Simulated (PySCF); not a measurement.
# Orbital picture of SrF⁻

RHF at R = 2.182 Å; PySCF, scalar-relativistic core potentials, basis sets Sr def2-SVPD with ECP28, F def2-SVPD. State: ¹Σ⁺ (singlet), closed shell. Only the outer orbitals are listed, counted within each symmetry, core potentials removing the inner ones.

```json
{"orbital": "3σ", "occ.": "2", "ε (eV)": "-33.87", "on Sr (%)": "3", "main shells (%)": "96 F s"}
{"orbital": "1π", "occ.": "2", "ε (eV)": "-24.89", "on Sr (%)": "100", "main shells (%)": "100 Sr p"}
{"orbital": "1π", "occ.": "2", "ε (eV)": "-24.89", "on Sr (%)": "100", "main shells (%)": "100 Sr p"}
{"orbital": "4σ", "occ.": "2", "ε (eV)": "-24.52", "on Sr (%)": "95", "main shells (%)": "95 Sr p"}
{"orbital": "5σ", "occ.": "2", "ε (eV)": "-10.15", "on Sr (%)": "6", "main shells (%)": "94 F p"}
{"orbital": "2π", "occ.": "2", "ε (eV)": "-9.90", "on Sr (%)": "1", "main shells (%)": "99 F p"}
{"orbital": "2π", "occ.": "2", "ε (eV)": "-9.90", "on Sr (%)": "1", "main shells (%)": "99 F p"}
{"orbital": "6σ", "occ.": "2", "ε (eV)": "-0.38", "on Sr (%)": "102", "main shells (%)": "90 Sr s, 10 Sr p"}
{"orbital": "3π", "occ.": "0", "ε (eV)": "3.34", "on Sr (%)": "100", "main shells (%)": "100 Sr p"}
{"orbital": "3π", "occ.": "0", "ε (eV)": "3.34", "on Sr (%)": "100", "main shells (%)": "100 Sr p"}
{"orbital": "7σ", "occ.": "0", "ε (eV)": "3.66", "on Sr (%)": "97", "main shells (%)": "92 Sr p"}
```

**Question.** Which are the highest filled and the lowest empty level, where do they sit, and how wide is the gap?

**Answer.** Highest filled 6σ at -0.38 eV (in %: 90 Sr s, 10 Sr p); lowest empty 3π at 3.34 eV (in %: 100 Sr p); the gap at RHF is 3.72 eV. An empty level above zero is unbound, and its energy depends on the basis.

```
bond order (Mayer)                                                                                                : 0.14
⟨S²⟩                                                                                                              : 0.000
charge on Sr (Mulliken, basis-dependent)                                                                          : -0.16
charge on Sr (Löwdin, basis-dependent)                                                                            : -0.04
dipole moment (positive dipole points towards F; it is taken about the centre of mass and depends on that origin) : 2.29 D
```

Shares are Mulliken populations and can fall outside 0 to 100 %.
